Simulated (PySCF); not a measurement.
# Energy profile

The step: SiNH₅ ([NH2][SiH3]) → SiNH₃ ([NH][SiH2]) + H₂; bonds formed: H2–H4; bonds broken: Si1–H2, N3–H4 (atoms numbered as in the saddle structure below).

```tsv
atom	x (Å)	y (Å)	z (Å)
Si1	-0.5482	-0.0989	-0.0618
H2	0.5050	-0.5547	1.2918
N3	0.5840	0.9222	-0.6328
H4	0.9281	0.0023	0.6664
H5	-1.6773	0.4035	0.7602
H6	-0.8623	-1.4858	-0.5150
H7	1.0707	0.8113	-1.5088
```

Electronic energies by CCSD(T) at an estimated basis limit (MP2 extrapolated from triple and quadruple zeta, plus CCSD(T) − MP2 in triple zeta), on PBE0-D4/def2-TZVP structures; SiNH5, singlet; no counterpoise correction. Program: PySCF 2.14 with density fitting (its default auxiliary sets; JK sets also for MP2 and CCSD(T)). Basis: def2-TZVPP and def2-QZVPP. Cores are frozen in the correlated methods. Extrapolation: Hartree–Fock as exp(−7.88 √X), correlation as X^−2.97.

(1) Give the profile in kcal/mol, counted from the start structure. (Judge from chemistry; the value comes from the calculation.)

No T1 diagnostic of these runs exceeds 0.020. The restricted Hartree–Fock reference is unstable towards an unrestricted one at one or more of these structures.

## Answers

(1) By the calculation:
```
                                                                                       point  kcal/mol
                                                                             start structure      0.00
                                                                                      saddle     83.54
                                                                               end structure     56.14
separated: SiNH3 (linked as [NH][SiH2]; Si1, N3, H5, H6, H7; singlet) + H2 (H2, H4; singlet)     56.62
```

For scale, one of the runs: CCSD(T)/def2-TZVPP, 143 basis functions, launched by `OMP_NUM_THREADS=4 python run.py`. Hardware: 4 CPU threads of an Arm Neoverse N1, shared host. Wall time 77 s; peak host memory 0.69 GiB.
